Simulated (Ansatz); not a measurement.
Input for Ansatz (a program for electronic structure): U-B3LYP-D3(BJ)/def2-TZVP on CH3O (SMILES C[O]).

Ansatz 0.2 input:
```yaml
crystal:
  periodic: [false, false, false]
  atoms:
    - {symbol: C, position_ang: [-0.02930000, -0.05360000, 0.00000000]}
    - {symbol: O, position_ang: [-0.02930000, 1.33240000, 0.00000000]}
    - {symbol: H, position_ang: [1.03470000, -0.33590000, 0.00000000]}
    - {symbol: H, position_ang: [-0.48800000, -0.47150000, 0.90330000]}
    - {symbol: H, position_ang: [-0.48800000, -0.47150000, -0.90330000]}
basis:
  gaussian:
    orbitals: def2-TZVP
hamiltonian:
  xc: b3lyp
  dispersion: d3bj
magnetization: {spin_polarized: true, initial_magnetization: 1}
relax: {f_tol: 0.004, max_steps: 120}
```

Output:

```
WARN ansatz: RAYON_NUM_THREADS=4 ignored (pool sized by the plan → 4); use --threads N
Functional definition: B3LYP
integrals: 0.01 GiB planned
463 factors; their error is unknown
mean field: 0.21 GiB planned
mean field evaluation 1: about -3128.9893 eV, gradient 2.7e1 eV
mean field evaluation 2: about -3128.3883 eV, gradient 3.0e1 eV
mean field evaluation 4: about -3132.1109 eV, gradient 2.3e0 eV
mean field evaluation 8: about -3132.1248 eV, gradient 2.7e-2 eV
mean field evaluation 16: about -3132.1248 eV, gradient 9.4e-6 eV
mean field -3132.12484786 eV, -115.1034651284 hartree, gradient 7.6e-6 eV, S^2 0.753444; 1 other end points of the search recorded, 0 dependent functions left out
the calculation of the forces begins
reference -3132.12503713 eV, -115.1034720839 hartree; 9, 8 occupied and 71, 72 virtual orbitals, 463 factors
relax step   1: F+E_penalty+E_count = -3132.19086590 eV  Δ(F+E_penalty+E_count) = +0.000e0 eV  max|allowed force component| = 7.288e-1 eV/Å  Δτ_max = 0.0000 Å  (57 SCF iters, accepted)
these checks for a lower state are left out or cut short: starts, cluster_reference, orbital_swaps, neighbouring_geometries, increment
integrals: 0.01 GiB planned
463 factors; their error is unknown
mean field: 0.21 GiB planned
mean field evaluation 32: about -3132.1308 eV, gradient 2.2e-3 eV
mean field -3132.13081161 eV, -115.1036842922 hartree, gradient 9.5e-7 eV, S^2 0.753510; 0 other end points of the search recorded, 0 dependent functions left out
the calculation of the forces begins
reference -3132.13100154 eV, -115.1036912720 hartree; 9, 8 occupied and 71, 72 virtual orbitals, 463 factors
relax step   2: F+E_penalty+E_count = -3132.19684238 eV  Δ(F+E_penalty+E_count) = -5.976e-3 eV  max|allowed force component| = 4.933e-1 eV/Å  Δτ_max = 0.0065 Å  (48 SCF iters, accepted)
these checks for a lower state are left out or cut short: starts, cluster_reference, orbital_swaps, neighbouring_geometries, increment
integrals: 0.01 GiB planned
463 factors; their error is unknown
mean field: 0.21 GiB planned
mean field -3132.13442313 eV, -115.1038170130 hartree, gradient 1.0e-6 eV, S^2 0.753631; 0 other end points of the search recorded, 0 dependent functions left out
the calculation of the forces begins
reference -3132.13461429 eV, -115.1038240379 hartree; 9, 8 occupied and 71, 72 virtual orbitals, 463 factors
relax step   3: F+E_penalty+E_count = -3132.20047522 eV  Δ(F+E_penalty+E_count) = -3.633e-3 eV  max|allowed force component| = 5.530e-2 eV/Å  Δτ_max = 0.0102 Å  (48 SCF iters, accepted)
these checks for a lower state are left out or cut short: starts, cluster_reference, orbital_swaps, neighbouring_geometries, increment
integrals: 0.01 GiB planned
463 factors; their error is unknown
mean field: 0.21 GiB planned
mean field evaluation 64: about -3132.1345 eV, gradient 3.9e-5 eV
mean field -3132.13448716 eV, -115.1038193663 hartree, gradient 9.5e-7 eV, S^2 0.753632; 0 other end points of the search recorded, 0 dependent functions left out
the calculation of the forces begins
reference -3132.13467832 eV, -115.1038263911 hartree; 9, 8 occupied and 71, 72 virtual orbitals, 463 factors
relax step   4: F+E_penalty+E_count = -3132.20053294 eV  Δ(F+E_penalty+E_count) = -5.772e-5 eV  max|allowed force component| = 1.330e-2 eV/Å  Δτ_max = 0.0021 Å  (52 SCF iters, accepted)
these checks for a lower state are left out or cut short: starts, cluster_reference, orbital_swaps, neighbouring_geometries, increment
integrals: 0.01 GiB planned
463 factors; their error is unknown
mean field: 0.21 GiB planned
mean field -3132.13449688 eV, -115.1038197234 hartree, gradient 7.3e-6 eV, S^2 0.753629; 0 other end points of the search recorded, 0 dependent functions left out
the calculation of the forces begins
reference -3132.13468802 eV, -115.1038267475 hartree; 9, 8 occupied and 71, 72 virtual orbitals, 463 factors
relax step   5: F+E_penalty+E_count = -3132.20054410 eV  Δ(F+E_penalty+E_count) = -1.117e-5 eV  max|allowed force component| = 9.386e-4 eV/Å  Δτ_max = 0.0007 Å  (36 SCF iters, accepted)
integrals: 0.01 GiB planned
463 factors; their error is unknown
mean field: 0.21 GiB planned
mean field evaluation 96: about -3132.1345 eV, gradient 5.0e-4 eV
mean field -3132.13449688 eV, -115.1038197234 hartree, gradient 7.3e-6 eV, S^2 0.753629; 2 other end points of the search recorded, 0 dependent functions left out
the calculation of the forces begins
reference -3132.13468802 eV, -115.1038267475 hartree; 9, 8 occupied and 71, 72 virtual orbitals, 463 factors
Total energy: -3132.20073524 eV, -115.1062539381 hartree
Atom 0 at    -0.038474    -0.039478     0.000000 Å, force    -0.000102     0.000939    -0.000000 eV/Å
Atom 1 at    -0.028959     1.322951    -0.000000 Å, force     0.000325    -0.000583     0.000000 eV/Å
Atom 2 at     1.028257    -0.339953     0.000000 Å, force     0.000138     0.000269     0.000000 eV/Å
Atom 3 at    -0.480362    -0.471810     0.908793 Å, force    -0.000180    -0.000312     0.000119 eV/Å
Atom 4 at    -0.480362    -0.471810    -0.908793 Å, force    -0.000180    -0.000312    -0.000119 eV/Å
Dipole moment:     0.043608    -0.429328    -0.000000 e Å
```

The calculation finished and met its thresholds.

Cost: around 18 core-seconds (rough).
